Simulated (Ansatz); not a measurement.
A nudged elastic band was laid between two geometries of ClHOZn + H3P (8 atoms, charge 0, multiplicity 1).

These are results of RKS B3LYP/def2-SVP (Ansatz 0.2.0), not measurements.

```
movable images  : 5
climbing image  : yes
spring          : 5.0 eV/Å²
optimiser       : quadratic models (default)
start path      : through a guess of the saddle point
force threshold : 0.03 eV/Å
iteration limit : 60
end points      : relaxed
```

Initial state:

```xyz
8
Properties=species:S:1:pos:R:3
Zn -0.048 -0.200 0.195
O -0.384 -0.171 1.948
H -1.318 -0.088 2.183
Cl 0.264 -0.281 -1.899
P 3.077 0.721 1.168
H 2.917 -0.632 0.731
H 2.428 1.253 0.010
H 1.885 0.706 1.959
```

Final state:

```xyz
8
Properties=species:S:1:pos:R:3
Zn 0.909 0.452 0.148
O -0.222 0.039 1.955
H -1.010 -0.318 1.501
Cl -0.885 -0.169 -0.968
P 3.066 1.231 0.412
H 3.396 0.176 1.326
H 3.540 0.494 -0.722
H 0.027 -0.596 2.643
```

**Question.** What changes between the two ends?

**Answer.** Bonds broken: P5–H8. Bonds formed: Zn1–P5, O2–H8. ClHOZn + H3P becomes ClH4OPZn.

**Question.** What energy profile does the band end with?

**Answer.** The run converged. The highest image is number 2 of 0 to 6, 60.3 kJ/mol above the first end and 137.5 kJ/mol above the last; the last end lies 77.2 kJ/mol below the first. A vibrational analysis at the climbing image gives one clearly imaginary mode, 1168i cm⁻¹: a first-order saddle point. The orbitals stay closed-shell, which can raise the energy where a bond breaks towards radicals; this wasn't checked here.

```
image  path coordinate (Å)  energy (kJ/mol)  P5–H8 (Å)  Zn1–P5 (Å)  O2–H8 (Å)
    0                 0.00              0.0       1.43        3.40       2.43
    1                 1.00              1.1       1.43        3.41       2.29
    2                 2.00             60.3       1.69        2.71       1.32
    3                 3.22            -52.4       2.51        2.34       0.98
    4                 4.43            -70.9       3.47        2.32       0.97
    5                 5.65            -75.5       4.17        2.31       0.97
    6                 6.87            -77.2       4.19        2.31       0.97
```

**Question.** What is the geometry of the highest image?

**Answer.** 
```xyz
8
Properties=species:S:1:pos:R:3
Zn 0.434 0.007 0.028
O -0.178 0.423 1.791
H -0.737 -0.165 2.325
Cl -0.010 -0.583 -1.973
P 2.730 0.506 1.373
H 2.842 -0.690 0.590
H 2.605 1.371 0.235
H 1.134 0.438 1.925
```

**Question.** What are the harmonic wavenumbers there?

**Answer.** 1168i, 85, 87, 157, 170, 276, 361, 387, 409, 527, 584, 721, 1073, 1180, 1416, 2341, 2356, 3775 cm⁻¹.

Time of the run: 5 min on 2 threads of Arm Neoverse V1 (shared host), peak memory 0.25 GiB.
